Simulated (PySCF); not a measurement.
# Two-component Hartree-Fock for Pt⁵³⁺ (platinum, charge +53)

Start: [Ar] 3d7; 3d3/2 filled at m_j = -3/2, -1/2, +1/2, +3/2; 3d5/2 filled at m_j = +1/2, +3/2, +5/2. Calculated with PySCF 2.14 in an uncontracted even-tempered set (15 s from 15 bohr⁻², ratio 2.8; 13 p from 19 bohr⁻², ratio 2.8; 8 d from 19 bohr⁻², ratio 2.8; 3 f from 67 bohr⁻², ratio 3): generalised Hartree-Fock with the X2C-1e Hamiltonian and a Gaussian nucleus; one run each with spin-orbit coupling (SO) switched off, then screened by Boettger's factors.

| spinor shell | electrons | ε, spin-free (eV) | ε, screened SO (eV) | weight of nominal j (screened SO) | rms radius, screened SO (bohr) |
| --- | --- | --- | --- | --- | --- |
| 1s1/2 | 2 | -82103.5 | -82071.8 | 1.000 | 0.0194 |
| 2s1/2 | 2 | -17185.6 | -17174.0 | 1.000 | 0.0779 |
| 2p1/2 | 2 | -15339.5 | -16596.9 | 1.000 | 0.0660 |
| 2p3/2 | 4 | -15339.5 | -14837.2 | 1.000 | 0.0736 |
| 3s1/2 | 2 | -6264.3 | -6260.8 | 1.000 | 0.194 |
| 3p1/2 | 2 | -5709.7 | -6022.0 | 1.000 | 0.185 |
| 3p3/2 | 4 | -5709.7 | -5582.2 | 1.000 | 0.200 |
| 3d3/2 | 4 | -5175.2 | -5225.0 | 0.995 | 0.172 |
| 3d5/2 | 3 | -5175.2 | -5135.8 | 0.996 | 0.176 |

| quantity | spin-free | screened SO |
| --- | --- | --- |
| E (hartree) | -15997.97992 | -16027.74296 |
| M_J | 9/2 | 9/2 |
| ⟨J²⟩ | 24.750 | 24.750 |
| ⟨L²⟩ | 12.000 | 16.146 |
| ⟨S²⟩ | 3.750 | 2.519 |

Each row is a mean over spinors that exchange with the open shell spreads, by up to 44.104 eV (3p3/2).

Breit and QED terms are absent; they matter most for the inner s and p1/2 levels.

Densities and radii are taken from the X2C orbitals without a picture-change correction, which distorts them close to the nucleus.

Without spin-orbit coupling the j labels of p, d and f shells carry no meaning; the spin-free column gives the mean over the occupied spinors of each nl shell.
